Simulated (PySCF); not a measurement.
# Molecular orbitals of LiSe

UHF at R = 2.286 Å; basis Li pcseg-1, Se pcseg-1; no relativity; PySCF 2.14. State: ²Π (doublet), unpaired electrons π ↑. Only the outer orbitals are listed, counted within each symmetry.

```json
{"spin": "α", "orbital": "8σ", "occ.": "1", "ε (eV)": "-22.07", "on Li (%)": "1", "main shells (%)": "99 Se s"}
{"spin": "α", "orbital": "4π", "occ.": "1", "ε (eV)": "-9.64", "on Li (%)": "3", "main shells (%)": "97 Se p"}
{"spin": "α", "orbital": "9σ", "occ.": "1", "ε (eV)": "-8.90", "on Li (%)": "10", "main shells (%)": "89 Se p"}
{"spin": "α", "orbital": "4π", "occ.": "1", "ε (eV)": "-8.10", "on Li (%)": "5", "main shells (%)": "95 Se p"}
{"spin": "α", "orbital": "10σ", "occ.": "0", "ε (eV)": "-0.14", "on Li (%)": "99", "main shells (%)": "69 Li s, 30 Li p"}
{"spin": "α", "orbital": "5π", "occ.": "0", "ε (eV)": "1.93", "on Li (%)": "98", "main shells (%)": "98 Li p"}
{"spin": "α", "orbital": "5π", "occ.": "0", "ε (eV)": "2.14", "on Li (%)": "96", "main shells (%)": "96 Li p"}
{"spin": "β", "orbital": "8σ", "occ.": "1", "ε (eV)": "-19.58", "on Li (%)": "2", "main shells (%)": "97 Se s"}
{"spin": "β", "orbital": "9σ", "occ.": "1", "ε (eV)": "-8.37", "on Li (%)": "11", "main shells (%)": "87 Se p"}
{"spin": "β", "orbital": "4π", "occ.": "1", "ε (eV)": "-7.51", "on Li (%)": "6", "main shells (%)": "94 Se p"}
{"spin": "β", "orbital": "10σ", "occ.": "0", "ε (eV)": "-0.13", "on Li (%)": "99", "main shells (%)": "68 Li s, 31 Li p"}
{"spin": "β", "orbital": "4π", "occ.": "0", "ε (eV)": "0.76", "on Li (%)": "60", "main shells (%)": "60 Li p, 40 Se p"}
{"spin": "β", "orbital": "5π", "occ.": "0", "ε (eV)": "2.16", "on Li (%)": "95", "main shells (%)": "95 Li p"}
```

Q: Which are the highest filled and the lowest empty level, where do they sit, and how wide is the gap?

A: Highest filled β 4π at -7.51 eV (in %: 94 Se p); lowest empty α 10σ at -0.14 eV (in %: 69 Li s, 30 Li p); the gap at UHF is 7.37 eV.

| Item | Value |
| --- | --- |
| bond order (Mayer) | 0.68 |
| ⟨S²⟩ | 0.757 |
| charge on Li (Mulliken, basis-dependent) | 0.63 |
| charge on Li (Löwdin, basis-dependent) | 0.28 |
| dipole moment (positive dipole means Li(−)Se(+)) | -7.34 D |
| polarisability along the bond | 40.9 bohr³ |
| polarisability across the bond | 27.4 bohr³ |

Spin–orbit coupling is left out. The state is the lowest determinant that a PBE0 search found; another state may lie lower at other levels.
